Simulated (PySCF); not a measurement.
methanethiol (CH4S), singlet, geometry from GFN2-xTB; DF-PBE0/6-311G** (PySCF).

The PySCF input:
```python
from pyscf import gto, scf, dft

mol = gto.M(
    atom='''
C    -0.059275    1.156018    0.011080
S    -0.042901   -0.665262   -0.006996
H     1.281893   -0.797104    0.002348
H    -1.103113    1.452306    0.005641
H     0.424446    1.517500    0.913197
H     0.438843    1.535384   -0.875729
''',
    basis='6-311g**',
    charge=0,
    spin=0,
    verbose=4,
)

mf = dft.RKS(mol)
mf.xc = 'pbe0'
mf = mf.density_fit(auxbasis='def2-universal-jkfit')
mf.kernel()
```

**Question.** What does PySCF print? Leave out banner, timings and long lists.

**Answer.** 
```
PySCF version 2.14.0

[INPUT] verbose = 4
[INPUT] num. atoms = 6
[INPUT] num. electrons = 26
[INPUT] charge = 0
[INPUT] spin (= nelec alpha-beta = 2S) = 0
[INPUT] symmetry False subgroup None
[INPUT] Mole.unit = angstrom
[INPUT] Symbol           X                Y                Z      unit          X                Y                Z       unit  Magmom
[INPUT]  1 C     -0.059275000000   1.156018000000   0.011080000000 AA   -0.112013516034   2.184557415067   0.020938165460 Bohr   0.0
[INPUT]  2 S     -0.042901000000  -0.665262000000  -0.006996000000 AA   -0.081071140470  -1.257162981080  -0.013220523967 Bohr   0.0
[INPUT]  3 H      1.281893000000  -0.797104000000   0.002348000000 AA    2.422426690997  -1.506308252795   0.004437076940 Bohr   0.0
[INPUT]  4 H     -1.103113000000   1.452306000000   0.005641000000 AA   -2.084581454447   2.744460589063   0.010659945069 Bohr   0.0
[INPUT]  5 H      0.424446000000   1.517500000000   0.913197000000 AA    0.802086694667   2.867659394027   1.725692227774 Bohr   0.0
[INPUT]  6 H      0.438843000000   1.535384000000  -0.875729000000 AA    0.829293081683   2.901455256039  -1.654887969339 Bohr   0.0

nuclear repulsion = 56.4091373486565
number of shells = 36
number of NR pGTOs = 108
number of NR cGTOs = 68
basis = 6-311g**
ecp = {}

******** <class 'pyscf.df.df_jk.DFRKS'> ********
method = DFRKS
initial guess = minao
damping factor = 0
level_shift factor = 0
DIIS = <class 'pyscf.scf.diis.CDIIS'>
diis_start_cycle = 1
diis_space = 8
diis_damp = 0
SCF conv_tol = 1e-09
SCF conv_tol_grad = None
SCF max_cycles = 50
direct_scf = False
XC library pyscf.dft.libxc version 7.1.2
    S. Lehtola, C. Steigemann, M. J. T. Oliveira, and M. A. L. Marques,  SoftwareX 7, 1–5 (2018)
XC functionals = pbe0
    C. Adamo and V. Barone,  J. Chem. Phys. 110, 6158 (1999)
    M. Ernzerhof and G. E. Scuseria,  J. Chem. Phys. 110, 5029 (1999)
radial grids:
    Treutler-Ahlrichs [JCP 102, 346 (1995); DOI:10.1063/1.469408] (M4) radial grids

becke partition: Becke, JCP 88, 2547 (1988); DOI:10.1063/1.454033
pruning grids: <function nwchem_prune>
grids dens level: 3
symmetrized grids: False
atomic radii adjust function: <function treutler_atomic_radii_adjust>
small_rho_cutoff = 0
Set gradient conv threshold to 3.16228e-05
Initial guess from minao.
tot grids = 72232
******** <class 'pyscf.df.df.DF'> ********
auxbasis = def2-universal-jkfit
init E= -438.481308994555
  HOMO = -0.279691550130328  LUMO = -0.0293181714939056  gap/eV = 6.81301
cycle= 1 E= -438.513984530957  delta_E= -0.0327  |g|= 0.217  |ddm|=  1.7
  HOMO = -0.219777952449547  LUMO = 0.0339964902659834  gap/eV = 6.90555
cycle= 2 E= -438.517741801129  delta_E= -0.00376  |g|= 0.176  |ddm|= 0.418
  HOMO = -0.251514550780414  LUMO = 0.0185851444919121  gap/eV = 7.34979
cycle= 3 E= -438.526040596942  delta_E= -0.0083  |g|= 0.0363  |ddm|= 0.186
  HOMO = -0.251585158537792  LUMO = 0.0199105710647508  gap/eV = 7.38778
cycle= 4 E= -438.526287277058  delta_E= -0.000247  |g|= 0.0119  |ddm|= 0.0359
  HOMO = -0.250351635219698  LUMO = 0.0202416349642876  gap/eV = 7.36322
cycle= 5 E= -438.526323045943  delta_E= -3.58e-05  |g|= 0.00273  |ddm|= 0.0134
  HOMO = -0.250745200732248  LUMO = 0.0201579574893942  gap/eV = 7.37165
cycle= 6 E= -438.526324531908  delta_E= -1.49e-06  |g|= 0.000431  |ddm|= 0.00226
  HOMO = -0.250698934653339  LUMO = 0.0201733297952059  gap/eV = 7.37081
cycle= 7 E= -438.526324581155  delta_E= -4.92e-08  |g|= 4.46e-05  |ddm|= 0.000442
  HOMO = -0.250702729319198  LUMO = 0.0201718236430635  gap/eV = 7.37087
cycle= 8 E= -438.526324581708  delta_E= -5.53e-10  |g|= 5.61e-06  |ddm|= 4.95e-05
  HOMO = -0.250704112415075  LUMO = 0.0201713415215335  gap/eV = 7.37090
Extra cycle  E= -438.526324581709  delta_E= -1.14e-12  |g|= 4.26e-06  |ddm|= 1.06e-05
converged SCF energy = -438.526324581709
```
